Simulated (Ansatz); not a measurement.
`[F][W]([F])([F])([F])([F])[F]`, charge 0, multiplicity 1.

**Question.** Give a relaxed structure at PBE0-D4/def2-TZVP (Ansatz). (An estimate is asked.)

**Answer.** Computed: 
```xyz
7

F    -1.5310   -0.1927    0.9904
W     0.0000    0.0000    0.0000
F    -0.4993   -1.4193   -1.0480
F    -0.8764    1.1443   -1.1334
F     0.4984    1.4197    1.0479
F     0.8767   -1.1447    1.1327
F     1.5316    0.1927   -0.9896
```
Point group Oh.
